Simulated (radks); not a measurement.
Results of a calculation; reference values are marked as such.
Ag, configuration [Kr] 4d10 5s1 (the NIST ground configuration). Code: a radial shooting solver on a logarithmic mesh with Libxc functionals. Model: non-relativistic Kohn-Sham, LDA (Slater exchange, VWN5 correlation), spin-polarised, spherical densities, point nucleus; open shells are filled with parallel spins first (spin-orbit coupling, left out, can overturn this in heavy ions); relativity is left out, which matters for an element this heavy.

Normalised radial functions P(r) = r R(r), r in bohr:

```
   r/bohr * 4p up (the largest magnitude, 1.13, reaches the edge; | marks zero)
 0.002569                             *
 0.003453                             *
 0.004643                             *
 0.006242                             *
 0.008326                             |*
  0.01119                             |*
  0.01505                             | *
  0.02023                             |  *
  0.02699                             |   *
  0.03628                             |     *
  0.04878                             |       *
  0.06559                             |         *
  0.08748                             |        *
   0.1176                             |    *
   0.1581                          *  |
   0.2126                  *          |
   0.2835              *              |
   0.3812                     *       |
   0.5125                             |      *
   0.6891                             |                     *
   0.9265                             |                          *
    1.236                             |                    *
    1.661                             |          *
    2.234                             |   *
    3.003                             |*
    4.005                             *
    5.385                             *
     7.24                             *
    9.734                             *
```

4p up: eigenvalue -56.742 eV, 2 radial nodes at r = 0.143, 0.450 bohr, <r> = 1.01 bohr, 90 % of the charge inside 1.51 bohr.
